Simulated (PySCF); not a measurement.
**Spinor energies of Pt⁷⁴⁺ (platinum, charge +74)**

Start: [He] 2s2. Calculated with PySCF 2.14 in an even-tempered Gaussian basis (16 s from 64 bohr⁻², ratio 2.4; 13 p from 83 bohr⁻², ratio 2.4; 5 d from 260 bohr⁻², ratio 2.6; 4 f from 390 bohr⁻², ratio 2.6): generalised Hartree-Fock with the X2C-1e Hamiltonian and a Gaussian nucleus; one run each with spin-orbit coupling (SO) switched off, then screened by Boettger's factors.

```
spinor shell  electrons  ε, spin-free (eV)  ε, screened SO (eV)  weight of nominal j (screened SO)  rms radius, screened SO (bohr)
       1s1/2          2           -88209.1             -88209.1                              1.000                          0.0193
       2s1/2          2           -21876.3             -21876.3                              1.000                          0.0749
```

| quantity | spin-free | screened SO |
| --- | --- | --- |
| E (hartree) | -8235.97590 | -8235.97590 |
| M_J | 0 | 0 |
| ⟨J²⟩ | 0.000 | 0.000 |
| ⟨L²⟩ | 0.000 | 0.000 |
| ⟨S²⟩ | 0.000 | 0.000 |

Breit and QED terms are absent; they matter most for the inner s and p1/2 levels.

Densities and radii are taken from the X2C orbitals without a picture-change correction, which distorts them close to the nucleus.

Without spin-orbit coupling the j labels of p, d and f shells carry no meaning; the spin-free column gives the mean over the occupied spinors of each nl shell.
